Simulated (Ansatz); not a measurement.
**One elementary step**

Start structure (TiZnN4H10S2, singlet), relaxed at PBE0-D4/def2-TZVP:

Ti1  (-0.646, -0.864, -0.143)
N2  (0.889, -0.800, 0.951)
N3  (-0.794, -2.530, -0.984)
N4  (-2.187, -0.412, 0.785)
N5  (-0.248, 0.571, -1.482)
H6  (0.431, 2.793, 2.236)
S7  (-0.413, 2.622, 1.207)
Zn8  (1.053, 1.589, -0.157)
S9  (3.174, 1.401, -0.809)
H10  (1.840, -0.963, 0.638)
H11  (0.885, -0.549, 1.930)
H12  (-1.471, -2.749, -1.703)
H13  (-0.207, -3.333, -0.806)
H14  (-3.068, -0.888, 0.909)
H15  (-2.154, 0.466, 1.299)
H16  (-1.007, 1.194, -1.732)
H17  (0.241, 0.316, -2.332)
H18  (3.683, 2.137, 0.192)
(Å)

The step: TiZnN₄H₁₀S₂ ([NH2][Ti]([NH2])([NH2])[NH2][Zn]([SH])[SH]) → TiZnN₄H₁₀S₂ ([NH2][Ti]1([NH2])([NH3])[NH2][Zn]([SH])[S]1); bonds formed: Ti1–S7, N2–H6; bonds broken: H6–S7; bonds weakened to dative contacts: Ti1–N2. Program: Ansatz 0.2.0. Basis: def2-TZVPP and def2-QZVPP. Cores are frozen in the correlated methods. The 3s and 3p shells of Cu and Zn are frozen; filled d shells are correlated. Extrapolation: Hartree–Fock as exp(−7.88 √X), correlation as X^−2.97. Energies below are by CCSD(T) at an estimated basis limit (MP2 extrapolated from triple and quadruple zeta, plus CCSD(T) − MP2 in triple zeta).

Q: What are the electronic barrier and the energy of the step, from the start structure to the end structure? (To be estimated.)

A: Computed: Barrier 15.39 kcal/mol; step energy -19.12 kcal/mol (downhill); reverse barrier, their difference, 34.50 kcal/mol. Barrier and step energy count from the start structure, the reverse barrier from the end structure.

The saddle point: One imaginary mode of 947i cm⁻¹.
```json
{"pair": "Ti1–S7", "start (Å)": "3.75", "saddle (Å)": "2.58", "end (Å)": "2.27"}
{"pair": "N2–H6", "start (Å)": "3.84", "saddle (Å)": "1.48", "end (Å)": "1.01"}
{"pair": "Ti1–N2", "start (Å)": "1.89", "saddle (Å)": "2.01", "end (Å)": "2.28"}
{"pair": "H6–S7", "start (Å)": "1.34", "saddle (Å)": "1.53", "end (Å)": "2.98"}
```

Zero-point energy (harmonic, PBE0-D4): ZPE is 75.71 kcal/mol at the start and 75.22 kcal/mol at the saddle, so the barrier goes from 15.39 to 14.89 kcal/mol.

T1 diagnostic: at most 0.023.

Exchanges of this kind with a chalcogen hydride build sulfide and selenide films. Here a small cluster stands in for the surface site.

Labels in which every atom is bracketed show which atoms are joined, not bond orders.

For scale, one of the runs: CCSD(T)/def2-TZVPP, 476 basis functions, launched by `ansatz run in.yaml --threads 4 --pin off --events-out ev --progress --plain --max-ram 66560MiB --backend cuda --devices 0, --max-vram 37GiB`. Time: 95 s of wall clock on 4 CPU threads of an AMD EPYC 7R13 and a share of one NVIDIA H100; the host was shared. Peak host memory: 1.3 GiB.
